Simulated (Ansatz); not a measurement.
O3W (SMILES [O]=[W](=[O])=[O]), singlet (typed; the unrestricted solution is spin-contaminated), at a GFN2-xTB geometry (such geometries of metal compounds can be far from the true shape) (core potentials on W), with bond 4-1 at 1.25 times its length; HF/def2-SV(P) run with Ansatz (a program for electronic structure).

Here is a job for Ansatz.
Ansatz 0.2 input:
```yaml
crystal:
  periodic: [false, false, false]
  atoms:
    - {symbol: W, position_ang: [0.00000000, -0.00000000, 0.00000000]}
    - {symbol: O, position_ang: [1.55326011, -0.32437699, -0.69267094]}
    - {symbol: O, position_ang: [-0.50238238, -0.83765245, 1.42953865]}
    - {symbol: O, position_ang: [-1.31359716, 1.45253679, -0.92108464]}
basis:
  gaussian:
    orbitals: def2-SV_P_.json
hamiltonian:
  xc: hf
scf: {lower_state_search: standard}
magnetization: {spin_polarized: true}
```
The basis file holds def2-SV(P) in the JSON format of the Basis Set Exchange.

What the program printed (banner, timings and long lists left out):

```
Functional definition: HF
717 factors; integrals over basis functions are off by at most 3.2e-4 eV
mean field evaluation 1: about -7884.7417 eV, gradient 6.7e1 eV
mean field evaluation 2: about -7884.8239 eV, gradient 6.7e1 eV
mean field evaluation 4: about -7900.8747 eV, gradient 3.4e1 eV
mean field evaluation 8: about -7906.8802 eV, gradient 1.6e0 eV
mean field evaluation 16: about -7907.0701 eV, gradient 4.3e-3 eV
mean field evaluation 32: about -7909.5713 eV, gradient 1.2e0 eV
mean field evaluation 64: about -7910.5221 eV, gradient 3.2e0 eV
mean field evaluation 96: about -7843.8823 eV, gradient 5.7e2 eV
mean field evaluation 128: about -7906.4195 eV, gradient 4.0e-2 eV
mean field evaluation 160: about -7911.1452 eV, gradient 6.4e-1 eV
mean field evaluation 192: about -7911.0670 eV, gradient 2.0e0 eV
mean field evaluation 224: about -7907.8071 eV, gradient 2.1e-1 eV
mean field evaluation 256: about -7906.7659 eV, gradient 2.0e-1 eV
mean field evaluation 288: about -7906.8336 eV, gradient 8.1e-1 eV
mean field evaluation 320: about -7911.0184 eV, gradient 1.7e-3 eV
mean field evaluation 352: about -7903.1400 eV, gradient 4.9e1 eV
mean field evaluation 384: about -7911.0790 eV, gradient 5.7e-1 eV
mean field evaluation 416: about -7911.1351 eV, gradient 3.7e-1 eV
mean field evaluation 448: about -7910.4073 eV, gradient 1.4e0 eV
mean field evaluation 480: about -7910.2958 eV, gradient 3.5e0 eV
mean field evaluation 512: about -7911.1202 eV, gradient 2.0e0 eV
mean field evaluation 544: about -7901.6061 eV, gradient 4.0e1 eV
mean field evaluation 576: about -7908.9297 eV, gradient 4.9e-1 eV
mean field evaluation 608: about -7901.1658 eV, gradient 4.0e1 eV
mean field evaluation 640: about -7911.1296 eV, gradient 8.7e-1 eV
mean field evaluation 672: about -7909.6320 eV, gradient 3.7e0 eV
mean field evaluation 704: about -7907.0701 eV, gradient 2.1e-5 eV
mean field evaluation 736: about -7904.7991 eV, gradient 9.8e0 eV
mean field evaluation 768: about -7897.0281 eV, gradient 5.1e1 eV
mean field -7911.14874905 eV, -290.7293541584 hartree, gradient 1.9e-6 eV, S^2 2.088739; 19 other end points of the search recorded, 0 dependent functions left out
reference -7911.14874905 eV, -290.7293541584 hartree; 19, 19 occupied and 48, 48 virtual orbitals, 717 factors
Total energy: -7911.14874905 eV, -290.7293541584 hartree
```
